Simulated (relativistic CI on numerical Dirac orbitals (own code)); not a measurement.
# Ligand-field terms of d8

Computed with a parametric ligand-field model of a d^n configuration (Racah B and C, spin-orbit zeta, crystal field), exact diagonalisation.

Field parameters in Wybourne normalisation: Oh B⁴₀ = 21Dq, B⁴₄ = √(5/14) B⁴₀; Td as Oh with Dq negative (B⁴₀ = 21Dq, B⁴₄ = √(5/14) B⁴₀). The field is a parameter set, without covalency.

Task: Ground term and bands for B = 980, C = 4040, ζ = 0 cm⁻¹, Oh, 10Dq = 32350 cm⁻¹?

Result: Ground term 3A2 with 2.00 electrons in the two orbitals of the cubic e set. Spin-allowed: 3T2 32350 cm⁻¹ (309 nm), 3T1 42722 cm⁻¹ (234 nm), 3T1 69028 cm⁻¹ (145 nm). Lowest spin-forbidden: 1E 15745 cm⁻¹ (635 nm), 1A1 28907 cm⁻¹ (346 nm), 1T2 47928 cm⁻¹ (209 nm). With an A2 ground term the first spin-allowed band lies at |10Dq| itself.

Task: A d8 ion in Td symmetry has the ground term 3T1 and bands at 3T2 2071 cm⁻¹, 3A2 4571 cm⁻¹ (2188 nm), 1T2 13535 cm⁻¹ (739 nm), 1E 14234 cm⁻¹ (703 nm), 3T1 14241 cm⁻¹ (702 nm), 1T2 19586 cm⁻¹ (511 nm). Which parameters reproduce them?

Result: B = 840, C = 4300, ζ = 0 cm⁻¹, Td, 10Dq = -2500 cm⁻¹.

Task: A d8 ion in Oh symmetry has the ground term 3A2 and bands at 1E 16790 cm⁻¹ (596 nm), 1A1 30505 cm⁻¹ (328 nm), 3T2 32600 cm⁻¹ (307 nm), 3T1 42897 cm⁻¹ (233 nm), 1T2 49227 cm⁻¹ (203 nm), 3T1 69453 cm⁻¹ (144 nm). Which parameters reproduce them?

Result: B = 970, C = 4600, ζ = 0 cm⁻¹, Oh, 10Dq = 32600 cm⁻¹.

Task: A d8 ion in Oh symmetry has the ground term 3A2 and bands at 1E 5362 cm⁻¹ (1865 nm), 1A1 10175 cm⁻¹ (983 nm), 3T2 18250 cm⁻¹ (548 nm), 3T1 22061 cm⁻¹ (453 nm), 1T2 23576 cm⁻¹ (424 nm), 3T1 37789 cm⁻¹ (265 nm). Which parameters reproduce them?

Result: B = 340, C = 1340, ζ = 0 cm⁻¹, Oh, 10Dq = 18250 cm⁻¹.

Task: A d8 ion in Oh symmetry has the ground term 3A2 and bands at 1E 9125 cm⁻¹ (1096 nm), 1A1 16644 cm⁻¹ (601 nm), 3T2 18150 cm⁻¹ (551 nm), 3T1 23882 cm⁻¹ (419 nm), 1T2 27185 cm⁻¹ (368 nm), 3T1 38668 cm⁻¹ (259 nm). Which parameters reproduce them?

Result: B = 540, C = 2450, ζ = 0 cm⁻¹, Oh, 10Dq = 18150 cm⁻¹.
